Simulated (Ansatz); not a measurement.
Input for Ansatz (an electronic-structure program): U-CCSD(T)/cc-pV(T+d)Z on AlFH2 (SMILES [F][AlH2]), a point of a bond scan (R = 1.256 Å). Files ending in .json are basis or fitting sets from the Basis Set Exchange.

Ansatz 0.2 input:
```yaml
crystal:
  periodic: [false, false, false]
  atoms:
    - {symbol: Al, position_ang: [-0.24669394, -0.47884971, 0.15840895]}
    - {symbol: H, position_ang: [0.32725112, -1.14552261, 1.05473140]}
    - {symbol: H, position_ang: [-1.58943775, -0.85928261, -0.56046382]}
    - {symbol: F, position_ang: [0.48063574, 0.93294664, -0.30862939]}
basis:
  gaussian:
    orbitals: cc-pV_T+d_Z.json
correlation: {method: ccsd_t, electrons: outside_noble_gas}
scf: {omitted_lower_state_checks: [cluster_reference]}
magnetization: {spin_polarized: true, initial_magnetization: 0}
```

Question: Predict the final total energy.

Answer: -342.9560 hartree (reference determinant -342.5931, T1 diagnostic 0.012).

Question: How many basis functions does it have, and what does it roughly cost on one machine?

Answer: 97 functions; very roughly 8 core-seconds.
